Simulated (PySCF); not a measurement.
A structure optimised at PBE-D3(BJ)/def2-SVP, used in a PySCF frequency run:

```
Bi
Br 1 2.6318
Br 1 2.6318 2 101.85
```
Charge 0, spin multiplicity 2.

Q: Write its SMILES, formula and point group.

A: [Br][Bi][Br], BiBr2, C2v

Q: What are its rotational constants (standard atomic weights)?

A: 2.0278, 0.75761, 0.55154 GHz
